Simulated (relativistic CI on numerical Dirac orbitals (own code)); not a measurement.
Pd2+ (4d8) in a crystal field

Calculated by Dirac-Coulomb-Breit CI, KLI orbitals optimised for each configuration, QED by a radiative potential, valence Slater integrals scaled by 0.7, one configuration in a parametric crystal field (own radial code).

Field parameters in Wybourne normalisation: Td as Oh with Dq negative (B⁴₀ = 21Dq, B⁴₄ = √(5/14) B⁴₀). The field is a parameter set, without covalency.

S is read from ⟨S²⟩ = S(S + 1).

Levels (cm⁻¹, degeneracy): 0 (1), 904 (3), 2336 (2), 2717 (3), 10327 (3), 11648 (2), 12847 (3), 13190 (2), 13837 (1), 14569 (3), 21066 (1), 21130 (3).

Problem. Which field gives this pattern?
A. Td, 10Dq = -12150 cm⁻¹
B. Td, 10Dq = -17200 cm⁻¹
C. Td, 10Dq = -3800 cm⁻¹
D. Td, 10Dq = -18850 cm⁻¹

Solution. A. Td, 10Dq = -12150 cm⁻¹, ground level with S = 1.00.
